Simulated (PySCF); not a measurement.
PySCF input for B(CF3)(H)2 (CH2BF3), SMILES BC(F)(F)F, TDA-CAM-B3LYP/def2-SVPD. Geometry optimised at B3LYP-D3(BJ)/def2-SVP.

```python
import numpy as np
from pyscf import gto, scf, dft, tdscf

mol = gto.M(
    atom='''
    B    -1.56741953    0.41227496   -0.00000002
    C    -0.01316082    0.04756338   -0.00000000
    F     0.02233282   -1.31376257    0.00000003
    F     0.66575208    0.47074091    1.08062533
    F     0.66575210    0.47074086   -1.08062534
    H    -2.13423524    0.50188610    1.05283002
    H    -2.13423523    0.50188606   -1.05283007
    ''',
    basis='def2-SVPD',
    charge=0,
    spin=0,
    symmetry=True,
    max_memory=1600,
    verbose=4,
)
mf = dft.RKS(mol, xc='cam-b3lyp').density_fit(auxbasis='def2-universal-jkfit')
mf.grids.level = 3
mf.conv_tol = 1e-9
mf.max_cycle = 100
mf.kernel()
mf.grids = dft.Grids(mol).set(level=1).build(with_non0tab=True)  # coarser grid for the response kernel
td = tdscf.TDA(mf)
td.singlet = True
td.nstates = 10
td.conv_tol = 1e-4
td.kernel(x0=td.get_init_guess(mf, 15))
td.analyze()
tt = tdscf.TDA(mf)
tt.singlet = False
tt.nstates = 4
tt.conv_tol = 1e-4
tt.kernel(x0=tt.get_init_guess(mf, 9))
tt.analyze(verbose=3)
```

Program output:

```
PySCF version 2.14.0

[INPUT] verbose = 4
[INPUT] num. atoms = 7
[INPUT] num. electrons = 40
[INPUT] charge = 0
[INPUT] spin (= nelec alpha-beta = 2S) = 0
[INPUT] symmetry True subgroup None
[INPUT] Mole.unit = angstrom
[INPUT] Symbol           X                Y                Z      unit          X                Y                Z       unit  Magmom
[INPUT]  1 B     -1.567419530000   0.412274960000  -0.000000020000 AA   -2.961993633994   0.779086762416  -0.000000037795 Bohr   0.0
[INPUT]  2 C     -0.013160820000   0.047563380000   0.000000000000 AA   -0.024870345375   0.089881761759   0.000000000000 Bohr   0.0
[INPUT]  3 F      0.022332820000  -1.313762570000   0.000000030000 AA    0.042202913389  -2.482651450005   0.000000056692 Bohr   0.0
[INPUT]  4 F      0.665752080000   0.470740910000   1.080625330000 AA    1.258089098060   0.889571395529   2.042085916968 Bohr   0.0
[INPUT]  5 F      0.665752100000   0.470740860000  -1.080625340000 AA    1.258089135854   0.889571301042  -2.042085935865 Bohr   0.0
[INPUT]  6 H     -2.134235240000   0.501886100000   1.052830020000 AA   -4.033120088995   0.948427274726   1.989560393520 Bohr   0.0
[INPUT]  7 H     -2.134235230000   0.501886060000  -1.052830070000 AA   -4.033120070098   0.948427199137  -1.989560488007 Bohr   0.0

nuclear repulsion = 178.444617483925
point group symmetry = Cs
symmetry origin: [-1.88972618e-09  1.88972611e-09  1.41729457e-09]
symmetry axis x: [1.0000000e+00 3.2083727e-09 7.3684170e-10]
symmetry axis y: [ 3.20837268e-09 -1.00000000e+00  2.76940506e-08]
symmetry axis z: [-7.36841789e-10  2.76940505e-08  1.00000000e+00]
num. orbitals of irrep A' = 75
num. orbitals of irrep A" = 50
number of shells = 51
number of NR pGTOs = 179
number of NR cGTOs = 125
basis = def2-SVPD
ecp = {}


******** <class 'pyscf.df.df_jk.DFSymAdaptedRKS'> ********
method = DFSymAdaptedRKS
initial guess = minao
damping factor = 0
level_shift factor = 0
DIIS = <class 'pyscf.scf.diis.CDIIS'>
diis_start_cycle = 1
diis_space = 8
diis_damp = 0
SCF conv_tol = 1e-09
SCF conv_tol_grad = None
SCF max_cycles = 100
direct_scf = False
XC library pyscf.dft.libxc version 7.1.2
    S. Lehtola, C. Steigemann, M. J. T. Oliveira, and M. A. L. Marques,  SoftwareX 7, 1–5 (2018)
XC functionals = cam-b3lyp
    T. Yanai, D. P. Tew, and N. C. Handy,  Chem. Phys. Lett. 393, 51 (2004)
radial grids:
    Treutler-Ahlrichs [JCP 102, 346 (1995); DOI:10.1063/1.469408] (M4) radial grids

becke partition: Becke, JCP 88, 2547 (1988); DOI:10.1063/1.454033
pruning grids: <function nwchem_prune>
grids dens level: 3
symmetrized grids: True
atomic radii adjust function: <function treutler_atomic_radii_adjust>
small_rho_cutoff = 0
Freeze 0 electrons in irreps []
    40 free electrons in irreps A' A"
Set gradient conv threshold to 3.16228e-05
Initial guess from minao.
tot grids = 90568
******** <class 'pyscf.df.df.DF'> ********
auxbasis = def2-universal-jkfit
Create RSH-DF object <pyscf.df.df.DF object> for omega=0.33
******** <class 'pyscf.df.df.DF'> ********
auxbasis = auxmol.basis = def2-universal-jkfit
init E= -363.761587037571
HOMO (A') = -0.351575251139647  LUMO (A') = -0.102802220349615  gap/eV = 6.76946
cycle= 1 E= -363.173327547581  delta_E= 0.588  |g|= 0.834  |ddm|= 2.83
HOMO (A") = -0.444131576895521  LUMO (A') = -0.1000362893566  gap/eV = 9.36331
cycle= 2 E= -363.122100099181  delta_E= 0.0512  |g|= 1.07  |ddm|= 1.27
HOMO (A') = -0.441946472033655  LUMO (A') = -0.0675722519474835  gap/eV = 10.18724
cycle= 3 E= -363.301544517321  delta_E= -0.179  |g|= 0.0501  |ddm|=  0.7
HOMO (A') = -0.43184103331776  LUMO (A') = -0.061701331720676  gap/eV = 10.07201
cycle= 4 E= -363.301962439137  delta_E= -0.000418  |g|= 0.0199  |ddm|= 0.064
HOMO (A') = -0.434984205759261  LUMO (A') = -0.0620288745613315  gap/eV = 10.14863
cycle= 5 E= -363.302035252416  delta_E= -7.28e-05  |g|= 0.00651  |ddm|= 0.0231
HOMO (A') = -0.435122403251158  LUMO (A') = -0.0622315743128334  gap/eV = 10.14688
cycle= 6 E= -363.302041809868  delta_E= -6.56e-06  |g|= 0.00238  |ddm|= 0.00586
HOMO (A') = -0.435005498818304  LUMO (A') = -0.062282055183041  gap/eV = 10.14232
cycle= 7 E= -363.302042817232  delta_E= -1.01e-06  |g|= 0.000284  |ddm|= 0.00225
HOMO (A') = -0.435002209749441  LUMO (A') = -0.0622340487185706  gap/eV = 10.14354
cycle= 8 E= -363.302042847244  delta_E= -3e-08  |g|= 4.85e-05  |ddm|= 0.000659
HOMO (A') = -0.435013422425173  LUMO (A') = -0.0622522846424314  gap/eV = 10.14335
cycle= 9 E= -363.302042848331  delta_E= -1.09e-09  |g|= 1.08e-05  |ddm|= 0.000155
HOMO (A') = -0.435010185174528  LUMO (A') = -0.0622487517089034  gap/eV = 10.14336
cycle= 10 E= -363.302042848392  delta_E= -6.12e-11  |g|= 1.9e-06  |ddm|= 2.66e-05
HOMO (A') = -0.435010391977097  LUMO (A') = -0.0622488602468581  gap/eV = 10.14336
Extra cycle  E= -363.302042848395  delta_E= -3.18e-12  |g|= 8.65e-07  |ddm|= 4.52e-06
converged SCF energy = -363.302042848395
tot grids = 31208


******** <class 'pyscf.tdscf.rks.TDA'> for <class 'pyscf.df.df_jk.DFSymAdaptedRKS'> ********
nstates = 10 singlet
deg_eia_thresh = 1.000e-03
wfnsym = None
conv_tol = 0.0001
eigh lindep = 1e-12
eigh level_shift = 0
eigh max_cycle = 100


Excitation energies (eV)
[ 5.82849691  5.91069387  8.31285359  8.89646279  8.97507417  9.91987195
  9.96258047 10.01771771 10.12802268 10.36642104]

** Singlet excitation energies and oscillator strengths **
Excited State   1:   A'      5.82850 eV    212.72 nm  f=0.0002
      20 -> 21       -0.69575
Excited State   2:   A"      5.91069 eV    209.76 nm  f=0.0000
      19 -> 21        0.69981
Excited State   3:   A"      8.31285 eV    149.15 nm  f=0.0036
      18 -> 21        0.69784
Excited State   4:   A"      8.89646 eV    139.36 nm  f=0.0000
      16 -> 21       -0.69686
Excited State   5:   A'      8.97507 eV    138.14 nm  f=0.0351
      17 -> 21       -0.69841
Excited State   6:   A"      9.91987 eV    124.99 nm  f=0.0008
      15 -> 21        0.69468
Excited State   7:   A'      9.96258 eV    124.45 nm  f=0.0947
      13 -> 21       -0.67120
      14 -> 21       -0.14988
Excited State   8:   A'     10.01772 eV    123.76 nm  f=0.0643
      13 -> 21        0.15425
      14 -> 21       -0.58894
      20 -> 22       -0.32458
Excited State   9:   A'     10.12802 eV    122.42 nm  f=0.0183
      14 -> 21        0.34136
      20 -> 22       -0.59238
      20 -> 23       -0.14018
Excited State  10:   A"     10.36642 eV    119.60 nm  f=0.1275
      19 -> 22       -0.69106

** Transition electric dipole moments (AU) **
state          X           Y           Z        Dip. S.      Osc.
  1         0.0329     -0.0154      0.0000      0.0013      0.0002
  2        -0.0000     -0.0000      0.0104      0.0001      0.0000
  3        -0.0000     -0.0000     -0.1329      0.0177      0.0036
  4         0.0000      0.0000     -0.0034      0.0000      0.0000
  5         0.3644     -0.1636     -0.0000      0.1595      0.0351
  6        -0.0000     -0.0000      0.0583      0.0034      0.0008
  7         0.1773      0.5970     -0.0000      0.3879      0.0947
  8         0.3448     -0.3781     -0.0000      0.2618      0.0643
  9         0.2701      0.0278      0.0000      0.0737      0.0183
 10         0.0000     -0.0000      0.7085      0.5019      0.1275

** Transition velocity dipole moments (imaginary part, AU) **
state          X           Y           Z        Dip. S.      Osc.
  1         0.0155      0.0396     -0.0000      0.0018      0.0056
  2         0.0000     -0.0000      0.0054      0.0000      0.0001
  3        -0.0000      0.0000     -0.0251      0.0006      0.0014
  4        -0.0000     -0.0000     -0.0074      0.0001      0.0001
  5         0.0787     -0.0148     -0.0000      0.0064      0.0130
  6        -0.0000      0.0000     -0.0179      0.0003      0.0006
  7         0.0310      0.0767     -0.0000      0.0069      0.0125
  8         0.1397     -0.0551     -0.0000      0.0226      0.0408
  9         0.1164     -0.0289     -0.0000      0.0144      0.0257
 10        -0.0000     -0.0000      0.2387      0.0570      0.0997

** Transition magnetic dipole moments (imaginary part, AU) **
state          X           Y           Z
  1         0.0000      0.0000      0.7008
  2         1.2252     -0.2243     -0.0000
  3         0.0130      0.1518      0.0000
  4        -0.1660      0.0000     -0.0000
  5         0.0000     -0.0000     -0.1335
  6        -0.3191     -0.0549      0.0000
  7        -0.0000      0.0000      1.3091
  8         0.0000     -0.0000     -0.4611
  9         0.0000      0.0000      0.2392
 10        -0.3194     -1.1596      0.0000


******** <class 'pyscf.tdscf.rks.TDA'> for <class 'pyscf.df.df_jk.DFSymAdaptedRKS'> ********
nstates = 4 triplet
deg_eia_thresh = 1.000e-03
wfnsym = None
conv_tol = 0.0001
eigh lindep = 1e-12
eigh level_shift = 0
eigh max_cycle = 100


Excitation energies (eV)
[5.08413395 5.13177107 8.13577262 8.19770776]

** Triplet excitation energies and oscillator strengths **
Excited State   1:   A'      5.08413 eV    243.86 nm  f=0.0000
Excited State   2:   A"      5.13177 eV    241.60 nm  f=0.0000
Excited State   3:   A"      8.13577 eV    152.39 nm  f=0.0000
Excited State   4:   A'      8.19771 eV    151.24 nm  f=0.0000
```

The run converged.
